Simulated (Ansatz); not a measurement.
BeBr₂. Total charge 0; singlet. Geometry PBE0-D4/def2-TZVP; atoms count from 1.

```
atom    x (Å)    y (Å)    z (Å)
 Be1   0.0002  -0.0001   0.0003
 Br2   0.9286  -1.5289  -0.7815
 Br3  -0.9288   1.5289   0.7811
```

Question: Estimate the Mulliken populations from the PBE0/def2-TZVP orbitals of Ansatz.

Answer: 
```json
{"atom": "Be1", "charge (e)": "0.23"}
{"atom": "Br2", "charge (e)": "-0.12"}
{"atom": "Br3", "charge (e)": "-0.12"}
```
Mulliken values and Mayer orders depend strongly on the basis.

Question: And the Mayer bond orders between bonded heavy atoms (over 0.3)?

Answer: Be1–Br2 1.36 (1.95 Å); Be1–Br3 1.36 (1.95 Å).
